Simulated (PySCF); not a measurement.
W(Me)4 (C₄H₁₂W), SMILES [CH3][W]([CH3])([CH3])[CH3] (connectivity only; charge and spin as stated), neutral, multiplicity 3. Atoms are numbered in the order given.

```xyz
17

W      0.0000     0.0000     0.0000
C      1.2135     1.2135    -1.2135
H      1.8667     1.8667    -0.6033
H      0.6033     1.8667    -1.8667
H      1.8667     0.6033    -1.8667
C     -1.2135     1.2135     1.2135
H     -1.8667     0.6033     1.8667
H     -1.8667     1.8667     0.6033
H     -0.6033     1.8667     1.8667
C     -1.2135    -1.2135    -1.2135
H     -1.8667    -1.8667    -0.6033
H     -0.6033    -1.8667    -1.8667
H     -1.8667    -0.6033    -1.8667
C      1.2135    -1.2135     1.2135
H      1.8667    -1.8667     0.6033
H      0.6033    -1.8667     1.8667
H      1.8667    -0.6033     1.8667
```
Charge 0, spin multiplicity 3.

Coordinates come from a PBE0-D3(BJ)/def2-SVP optimisation. The spin state was assumed, not searched. The def2 effective core potentials stand for the cores of W; spin–orbit coupling is left out.

Computed with PBE/def2-TZVP run with PySCF.

ESP charges are fitted to the potential on shells at 1.4 to 2.0 van der Waals radii. Atomic charges (e):

| atom | ESP fit | Mulliken | Löwdin | Mulliken spin |
|---|---|---|---|---|
| W1 | 1.27 | 1.00 | ___ | 2.05 |
| C2 | -0.85 | -0.66 | ___ | -0.08 |
| H3 | 0.18 | 0.14 | ___ | 0.02 |
| H4 | 0.18 | 0.14 | ___ | 0.02 |
| H5 | 0.18 | 0.14 | ___ | 0.02 |
| C6 | -0.85 | -0.66 | ___ | -0.08 |
| H7 | 0.18 | 0.14 | ___ | 0.02 |
| H8 | 0.18 | 0.14 | ___ | 0.02 |
| H9 | 0.18 | 0.14 | ___ | 0.02 |
| C10 | -0.85 | -0.66 | ___ | -0.08 |
| H11 | 0.18 | 0.14 | ___ | 0.02 |
| H12 | 0.18 | 0.14 | ___ | 0.02 |
| H13 | 0.18 | 0.14 | ___ | 0.02 |
| C14 | -0.85 | -0.66 | ___ | -0.08 |
| H15 | 0.18 | 0.14 | ___ | 0.02 |
| H16 | 0.18 | 0.14 | ___ | 0.02 |
| H17 | 0.18 | 0.14 | ___ | 0.02 |

Task: Fill in the missing entries. (An estimate is asked for; the answer gives what the named calculation found.)

Result: 
- W1, Löwdin: 0.61
- C2, Löwdin: -0.53
- H3, Löwdin: 0.13
- H4, Löwdin: 0.13
- H5, Löwdin: 0.13
- C6, Löwdin: -0.53
- H7, Löwdin: 0.13
- H8, Löwdin: 0.13
- H9, Löwdin: 0.13
- C10, Löwdin: -0.53
- H11, Löwdin: 0.13
- H12, Löwdin: 0.13
- H13, Löwdin: 0.13
- C14, Löwdin: -0.53
- H15, Löwdin: 0.13
- H16, Löwdin: 0.13
- H17, Löwdin: 0.13
